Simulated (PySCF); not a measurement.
# What a mistake does to a calculation on BCl2GeH2 cation

Calculated results; nothing here was measured. They come from PySCF 2.14.0, an open-source quantum chemistry program, on an isolated molecule that a program drew, which may never have been made. The molecule is BCl2GeH2 cation (charge +1, singlet), drawn as the SMILES string `[BH2][Ge+]([Cl])[Cl]`.

Each row is a Hartree-Fock (HF) and frozen-core CCSD(T) single point in the cc-pV(D+d)Z basis, meant for a local HF minimum. Run 1 is clean. Each other run has one planted mistake out of seven kinds, and not every kind appears here: one electron removed, one electron added, multiplicity raised by two, geometry at a saddle point, minimal basis STO-3G, one bond length entered in bohr, all coordinates scaled. The reference is restricted for singlets and unrestricted otherwise, and also for a bond in bohr. Adding or removing an electron swaps singlet and doublet. Electrons count all cores. HOMO and LUMO are orbital energies over both spins, the gradient is its largest component, and the lowest frequency (negative if imaginary) is given only where the gradient is small. Bond lengths are over the 5 bonds as drawn. T1 is the CCSD diagnostic: over 0.02 (restricted) or 0.045 (unrestricted) a single reference is doubtful. Germanium has the cc-pVDZ-PP basis, with a core potential (ECP10MDF) in place of its 10 inner electrons, and its 3s, 3p and 3d shells are frozen in CCSD(T).

Geometry of the clean run:
```xyz
6
BCl2GeH2 cation, angstrom
B     0.5761   -0.9269   -0.7652
Ge   -0.7523    0.6639   -0.3397
Cl   -2.3642    1.1529   -1.5420
Cl   -0.5723    1.8876    1.3195
H     0.2732   -1.9764   -0.3062
H     1.5151   -0.6398   -1.4283
```

```
run,electrons,basis functions,<S^2>,HOMO (eV),LUMO (eV),gradient (hartree/bohr),lowest frequency (cm^-1),mean bond (Å),longest bond (Å),T1,HF (hartree),CCSD(T) (hartree),mistake
1,72,93,0.000,-17.58,-5.22,2.8e-05,119,1.7249,2.116,0.0149,-1238.00693,-1238.48935,no fault
2,72,93,2.024,-12.91,-9.62,5.0e-02,-,1.7249,2.116,0.0347,-1237.83353,-1238.31477,multiplicity raised by two
3,72,93,0.000,-17.17,-5.70,4.6e-02,-,1.8870,2.315,0.0190,-1237.96664,-1238.45871,all coordinates scaled
4,72,93,1.029,-15.46,-5.93,1.3e-02,-,2.0932,3.911,0.0179,-1237.91767,-1238.36793,one bond length entered in bohr
5,73,93,0.777,-6.83,0.30,3.1e-02,-,1.7249,2.116,0.0130,-1238.22819,-1238.71445,?
```

**Which mistake was planted in run 5, and what did it cost?**

It counts 73 electrons, one more than the clean run, at the same geometry and basis. So the mistake is: one electron added. Subtracting run 1 and multiplying by 627.51 kcal/mol a hartree, the energy moved by -138.8 kcal/mol in HF and -141.3 kcal/mol in CCSD(T).

